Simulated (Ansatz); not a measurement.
Input for Ansatz (development build ahead of 0.2.0):

```yaml
crystal:
  periodic: [false, false, false]
  atoms:
    - { symbol: Sc, position_ang: [0.0, 0.0, 0.834] }
    - { symbol: O, position_ang: [0.0, 0.0, -0.834] }
basis:
  gaussian: { orbitals: cc-pVTZ }
magnetization:
  initial_magnetization: 1
hamiltonian:
  xc: hf
correlation:
  method: ccsd_t
  frozen_orbitals: { O: 1, Sc: 5 }
```

The input is written out in the form of the current development build from the run's settings. Correlation on restricted open-shell orbitals is semicanonical, with singles.

Output:

```
Converged                       : yes
Reference energy                : -834.66647 hartree
CCSD correlation energy         : -0.55128 hartree
Triples correction              : -0.03225 hartree
Total energy                    : -835.25000 hartree
Spin squared of the determinant : 0.750
```
